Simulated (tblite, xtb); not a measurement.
Cl4Te (SMILES Cl[Te](Cl)(Cl)Cl), singlet, at a GFN2-xTB geometry. Base run: xtb with GFN1-xTB.

Geometry (Å):
```xyz
5

Te    -0.0053     0.0122     0.4833
Cl     1.1660    -1.4908    -0.8264
Cl     1.9042     1.5034     0.1204
Cl    -1.1466     1.4464    -0.9264
Cl    -1.9073    -1.4964     0.1542
```
Charge 0, spin multiplicity 1.
All else is at xtb's defaults.
Base energy -20.84304 Eh.

Programs used: tblite, xtb; a row that names a program was run with it.

Each row names what was changed in the base input (with any setting that the change needs).

| change | ΔE vs base (kcal/mol) | HOMO-LUMO gap (eV) | dipole (D) | G_solv (kcal/mol) | SCF cycles |
|---|---|---|---|---|---|
| base | 0.000 | 3.56 | 2.05 | - | 9 |
| alpb = methanol | -6.44 | 3.71 | 1.94 | -6.62 | 9 |
| etemp = 5000 | -1.50 | 3.62 | 2.10 | - | 9 |
| alpb = ch2cl2 | -7.07 | 3.67 | 1.98 | -7.18 | 9 |
| program = tblite; method = gfn1 | 0.000 | - | - | - | - |
| program = tblite; method = gfn1; option = (--guess, eeq) | 0.000 | - | - | - | - |
| alpb = hexane | -5.94 | 3.62 | 2.00 | -5.97 | 9 |
| acc = 0.1 | 0.000 | 3.56 | 2.05 | - | 9 |
| program = tblite; method = gfn1; option = --spin-polarized | 0.000 | - | - | - | - |
| acc = 0.0001 | 0.000 | 3.56 | 2.05 | - | 11 |
| gbsa = chcl3 | -7.88 | 3.70 | 1.95 | -8.04 | 9 |

ALPB and GBSA are two models with their own fitted parameters for each solvent, which aren't always the measured dielectric constant.
